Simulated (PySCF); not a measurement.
Excitations are Tamm–Dancoff values on a coarser integration grid. The basis has no diffuse functions, so Rydberg states are missing or too high.

Z-matrix (Å, degrees):
```
Ga
C 1 1.9886
H 2 1.0899 1 112.65
H 2 1.0924 3 108.76 1 122.81
H 2 1.0934 3 108.28 4 115.76
C 1 1.9886 2 120.55 3 -8.01
H 6 1.0906 1 112.06 2 156.66
H 6 1.0910 7 109.08 1 124.15
H 6 1.0942 7 107.54 8 116.02
C 1 1.9891 2 119.76 3 172.52
H 10 1.0902 1 112.43 2 15.97
H 10 1.0917 11 108.96 1 -123.67
H 10 1.0940 11 107.88 12 -115.83
```
Charge 0, spin multiplicity 1.

What S1 excitation (TDA), dipole moment and brightest of the four lowest singlets (TDA) does PySCF with M06-2X/def2-TZVP // B3LYP-D3(BJ)/def2-TZVP give?


The S1 excitation (TDA) is 5.29 eV and the dipole moment comes out as 0.01 D. The brightest of the four lowest singlets (TDA) is 7.10 eV.
